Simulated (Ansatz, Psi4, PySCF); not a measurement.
vanadium atom (V), quartet. Base run: PySCF with B3LYP/cc-pVDZ.

The PySCF input:
```python
from pyscf import gto, scf, dft

mol = gto.M(
    atom='''
V     0.000000    0.000000    0.000000
''',
    basis='cc-pvdz',
    charge=0,
    spin=3,
    verbose=4,
)

mf = dft.UKS(mol)
mf.xc = 'b3lyp'
mf.kernel()
```

The same geometry, method and basis name were run in Ansatz (a quantum-chemistry and plane-wave program) and Psi4 and PySCF, at each program's defaults and at the settings that a row names. The base is PySCF at its defaults. Differences at the defaults can come from grids, fitting, cores and function types together. The rows with settings made alike still differ; the cause (another SCF solution, basis table, core potential or functional code) wasn't traced.

```json
[
 {"code and settings": "PySCF, defaults (exact integrals, its default grid, spherical functions)", "ΔE vs base (mEh)": "0.000", "basis functions": "43", "E (Eh)": "-943.92682", "SCF cycles": "25", "outcome": "converged"},
 {"code and settings": "Psi4, defaults (density fitting with its default set, its default grid, spherical functions)", "ΔE vs base (mEh)": "10.400", "basis functions": "43", "E (Eh)": "-943.91642", "SCF cycles": "10", "outcome": "converged"},
 {"code and settings": "Ansatz, defaults (factorised integrals, its default grid, spherical functions)", "ΔE vs base (mEh)": "-1.096", "basis functions": "43", "E (Eh)": "-943.92792", "SCF cycles": "-", "outcome": "another SCF solution"},
 {"code and settings": "PySCF, density fitting with def2-universal-jkfit", "ΔE vs base (mEh)": "-", "basis functions": "43", "E (Eh)": "-", "SCF cycles": "50", "outcome": "not converged"},
 {"code and settings": "PySCF, fine grid", "ΔE vs base (mEh)": "0.010", "basis functions": "43", "E (Eh)": "-943.92681", "SCF cycles": "17", "outcome": "converged"},
 {"code and settings": "Psi4, exact integrals, spherical functions, fine grid", "ΔE vs base (mEh)": "10.415", "basis functions": "43", "E (Eh)": "-943.91641", "SCF cycles": "13", "outcome": "converged"},
 {"code and settings": "Ansatz, high accuracy", "ΔE vs base (mEh)": "-1.096", "basis functions": "43", "E (Eh)": "-943.92792", "SCF cycles": "-", "outcome": "another SCF solution"}
]
```

A guess, shift, damping, solver or small numerical setting can't move a converged solution much, so rows marked as another SCF solution ended in a different state.

Open shells are given as the SCF converged; they aren't shown to be the lowest states, and a large step between rows can be another state.
